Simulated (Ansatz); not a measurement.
Start from `CBCSC` and change one atom or group to get `CSC[SeH]`.

Ansatz, PBE0-D4/def2-TZVP geometries, multiplicity 1. Each molecule was computed in one conformer, which needn't be the lowest.

Scalar relativity is left out up to krypton.

```csv
property,`CBCSC`
HOMO energy (ωB97M-V/def2-TZVPP) / eV,-8.45
LUMO energy (B3LYP/def2-TZVPP) / eV,-1.05
size of the dipole moment (B3LYP/def2-TZVPP) / D,1.14
size of the dipole moment (ωB97M-V/def2-TZVPP) / D,1.15
LUMO energy (ωB97M-V/def2-TZVPP) / eV,1.13
size of the dipole moment (PBE/def2-TZVPP) / D,1.11
```

(1) What does the change do to each property? (An estimate is asked.)

Results:

(1) Ansatz gave: 
```tsv
property	`CSC[SeH]`	shift
HOMO energy (ωB97M-V/def2-TZVPP) / eV	-8.57	-0.12
LUMO energy (B3LYP/def2-TZVPP) / eV	-0.50	0.55
size of the dipole moment (B3LYP/def2-TZVPP) / D	0.82	-0.32
size of the dipole moment (ωB97M-V/def2-TZVPP) / D	0.78	-0.37
LUMO energy (ωB97M-V/def2-TZVPP) / eV	1.63	0.50
size of the dipole moment (PBE/def2-TZVPP) / D	0.82	-0.29
```

With PBE0 the HOMO falls by 0.20 eV and the LUMO rises by 0.57 eV, so the gap widens by about 0.77 eV. PBE moves the HOMO by -0.24 eV and ωB97M-V by -0.12 eV. Dipoles are sizes alone; their direction can turn.

B3LYP here is the variant with VWN-RPA as its local correlation; programs differ in this.

Spin–orbit coupling is left out; it splits and shifts lone-pair levels of the heavy atoms by tenths of an eV.
